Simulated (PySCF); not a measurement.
Isomers of C2H11BNPSi, from PBE0-D3(BJ)/def2-SVP geometry optimisation, gas phase in PySCF 2.14.0. One conformer each, no zero-point energy, no frequencies.

Task: Which isomer lies lower at this level?
A. `[BH2:1][PH:2][SiH2:3][N:4]([CH3:5])[CH3:6]` with H–B1–P2–Si3 -45° and 141°, B1–P2–Si3–N4 174°, P2–Si3–N4–C5 141°: A = 5112, B = 1105, C = 1000 MHz, dipole 2.15 D
B. `[CH3:1][N:2]([CH3:3])[BH:4][PH:5][SiH3:6]` with N2–B4–P5–Si6 -79°: A = 3590, B = 1202, C = 1103 MHz, dipole 2.46 D

Result: B. That is `CN(C)BP[SiH3]`, 25.6 kcal/mol below the other.

```json
{"SMILES": "CN(C)BP[SiH3]", "mapped SMILES": "[CH3:1][N:2]([CH3:3])[BH:4][PH:5][SiH3:6]", "E (Eh)": "-792.56032", "relative (kcal/mol)": "0.0", "relative (kJ/mol)": "0.0", "dipole (D)": "2.46"}
{"SMILES": "BP[SiH2]N(C)C", "mapped SMILES": "[BH2:1][PH:2][SiH2:3][N:4]([CH3:5])[CH3:6]", "E (Eh)": "-792.51953", "relative (kcal/mol)": "25.6", "relative (kJ/mol)": "107.1", "dipole (D)": "2.15"}
```

As drawn, the lower has a B–N bond, which the higher lacks.
